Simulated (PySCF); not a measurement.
**PrI at PBE0**

Level: PBE0. PySCF, spin-free X2C with a Gaussian nucleus, basis sets Pr x2c-SVPall, I x2c-SVPall.

```
state                                           : quintet, about 2.9 electrons in the 4f shell (Mulliken), real f orbitals that mix terms
bond length                                     : 0.2976 nm
harmonic wavenumber                             : 163 cm⁻¹
force constant                                  : 1.05 mdyn/Å
rotational constant Be                          : 0.02850 cm⁻¹
anharmonicity ωexe                              : 0.280 cm⁻¹
vibration–rotation constant αe                  : 6.92e-05 cm⁻¹
well depth De to Pr (4f3 6s2) + I               : 3.81 eV
dissociation energy D0                          : 3.80 eV
bond order (Mayer)                              : 1.20
dipole moment (positive dipole means Pr(−)I(+)) : -5.16 D
```

Spin–orbit coupling is left out, which matters for elements this heavy, above all for dissociation energies. With d or f electrons several states lie close, and the lowest PBE0 determinant need not be the measured ground state.
